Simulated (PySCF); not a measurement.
A TDDFT job was run through a driver script with this input:

```
{"job": {"kind": "uv", "xc": "PBE0", "basis": "def2-SVPD", "nstates": 6, "ntriplets": 2}, "charge": 0, "multiplicity": 1}
C      2.083844    -0.225080    -0.712730
C      1.147066     0.064166     0.445516
C      0.084829     1.154839     0.203651
C     -1.021817     0.165473     0.606285
C     -2.112647    -0.033799    -0.425634
F     -2.950650    -1.038385    -0.061322
F     -2.886191     1.076715    -0.538032
C      0.021348    -0.962618     0.681449
H      2.742719     0.622753    -0.887963
H      1.519329    -0.416814    -1.622956
H      2.696482    -1.097968    -0.496981
H      1.729096     0.250954     1.349247
H      0.018270     1.467569    -0.836662
H      0.162146     2.039677     0.829451
H     -1.494449     0.394594     1.562272
H     -1.727888    -0.271890    -1.430376
H      0.056663    -1.496146     1.627616
H     -0.076910    -1.687724    -0.124482
```

Computed, not measured: TDDFT PBE0/def2-SVPD, vertical, gas phase, core orbitals frozen in the response in PySCF. Job line and output are in the format of a driver script around the code.

(1) What does the script print for it, SCF cycles aside?

Answers

(1) 
```
converged SCF energy = -433.5634371703

Static polarisability (au): isotropic 70.696, principal 64.372 68.807 78.908

Singlet excitations
state   eV       nm        f      main configurations
  1   8.1489    152.1   0.00048   H->L 0.94
  2   8.2791    149.8   0.05076   H-1->L 0.93
  3   8.4950    145.9   0.00671   H->L+1 0.93
  4   8.6075    144.0   0.01330   H-2->L 0.90
  5   8.6297    143.7   0.00528   H-1->L+1 0.90
  6   8.7908    141.0   0.00019   H->L+3 0.97

Triplet excitations (Tamm-Dancoff, eV): 7.9818 8.0531
```

One conformer (not necessarily the lowest) at the GFN2-xTB geometry, without solvent, vibrations or thermal averaging.

H and L stand for HOMO and LUMO.

Without π bonds the low states may be Rydberg-like; a valence basis with one diffuse set may place them up to an eV too high.
